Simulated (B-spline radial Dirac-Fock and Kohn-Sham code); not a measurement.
**Core and valence levels of Dy⁵⁺**

System: the Dy⁵⁺ ion, [Kr] 4d10 4f8 5s2 5p5; nuclear rms radius 5.2218 fm (A = 164).

Input file task.json (cfg lists n, l and occupation; rrms is the nuclear radius in fm):

```json
{"items": [{
  "Z": 66,
  "q": 5,
  "cfg": [[1, 0, 2], [2, 0, 2], [2, 1, 6], [3, 0, 2], [3, 1, 6], [3, 2, 10], [4, 0, 2], [4, 1, 6], [4, 2, 10], [4, 3, 8], [5, 0, 2], [5, 1, 5]],
  "A": 164,
  "rrms": 5.2218,
  "do": ["binding"]
}]}
```

Launch: `python xray_run.py task.json out`

Level of theory: multi-electron Dirac-Fock with separately optimised hole states, Breit and Lamb-shift corrections added in first order; a radial B-spline solver. The model has no electron correlation. Energies are counted from the vacuum level. Subshells whose hole state is unreliable or did not converge are left out.

All terms are in eV, carry their sign (relaxation lowers the binding energy) and add up to the binding energy; ⟨r⟩ is the mean radius of the orbital in the initial state.

```csv
subshell,−ε (Koopmans),relaxation,Breit,self-energy,vacuum polarisation,binding energy,⟨r⟩ (bohr)
K,54181.3,-77.37,-157.20,-98.05,16.51,53865.2,0.021
L1,9205.1,-43.70,-16.67,-13.36,2.10,9133.5,0.089
L2,8736.6,-47.83,-27.68,0.32,0.03,8661.4,0.074
L3,7934.4,-45.53,-17.45,-0.78,-0.09,7870.6,0.081
M1,2159.8,-22.31,-2.85,-2.97,0.45,2132.2,0.233
M2,1955.5,-23.11,-4.93,0.03,0.01,1927.5,0.223
M3,1785.8,-22.01,-2.84,-0.18,-0.02,1760.8,0.237
M4,1439.5,-24.25,-1.99,0.24,-0.03,1413.5,0.209
M5,1402.9,-23.83,-1.19,0.14,-0.02,1378.0,0.214
N1,510.9,-7.95,-0.56,-0.69,0.11,501.8,0.529
N2,428.4,-7.70,-0.98,0.02,0.00,419.7,0.540
N4,252.6,-6.56,-0.24,0.06,-0.01,245.9,0.599
N5,245.5,-6.34,-0.08,0.04,-0.01,239.1,0.610
"N6,7",84.64,-4.78,0.12,0.03,0.00,80.01,0.740
O1,121.6,-0.87,-0.09,-0.12,0.02,120.6,1.247
"O2,3",91.54,-0.67,-0.09,0.00,0.00,90.77,1.426
```

For the deepest level, K (1s), the Breit terms make up -0.292 % of the binding energy, QED -0.151 % and orbital relaxation -0.144 %.

Going to the tabulated ground configuration of the next ion removes an electron from O2,3 (5p), computed at 90.77 eV. NIST lists 93 ± 5 eV as the ionisation energy of this species (theoretical), +2.23 eV from the computed value, within the stated uncertainty.
